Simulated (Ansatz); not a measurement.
ClH7OSi3, SMILES `[SiH3]O[SiH]([SiH3])Cl`. Charge 0, multiplicity 1.

```xyz
12

Si   -1.596    1.634    0.140
O    -0.853    0.467   -0.747
Si   -0.128   -0.988   -0.684
Si    2.010   -0.837    0.257
Cl   -1.235   -2.256    0.511
H    -1.779    2.813   -0.738
H    -0.748    2.000    1.304
H    -2.912    1.147    0.621
H    -0.151   -1.562   -2.049
H     2.629   -2.188    0.303
H     2.867    0.067   -0.555
H     1.898   -0.296    1.637
```

Problem. What are the harmonic wavenumbers in cm⁻¹ at PBE0-D4/def2-TZVP (Ansatz, finite differences of forces, unscaled)? (Estimate.)

Solution. Computed: 25, 45, 67, 94, 113, 184, 269, 397, 495, 521, 543, 624, 725, 732, 776, 819, 882, 932, 935, 954, 955, 978, 1117, 2217, 2226, 2231, 2234, 2241, 2244, 2251.

Problem. Is this a minimum?

Solution. Yes, all 30 modes are real.

Problem. Give the ideal-gas thermochemistry at 298.15 K and 1 bar (rigid rotor, harmonic oscillator; point group C1, symmetry number 1).

Solution. Zero-point energy 172.4 kJ/mol; H(298) − E = 200.2 kJ/mol; entropy 423.4 J/(mol·K), of which translation 170.7, rotation 122.5, vibration 130.2; G(298) − E = 73.9 kJ/mol. Modes under 100 cm⁻¹ are hindered rotations or soft bends, so the harmonic entropy is rough.

Problem. And at 400, 500, 600, 800 and 1000 K?

Solution. 
| T (K) | H − E (kJ/mol) | S (J/mol/K) | G − E (kJ/mol) |
| --- | --- | --- | --- |
| 400 | 215.7 | 468.1 | 28.5 |
| 500 | 233.2 | 506.9 | -20.3 |
| 600 | 252.3 | 541.8 | -72.8 |
| 800 | 294.5 | 602.3 | -187.4 |
| 1000 | 340.4 | 653.5 | -313.1 |

Problem. Rotational constants (cm⁻¹)?

Solution. 0.06673, 0.04379, 0.03034.
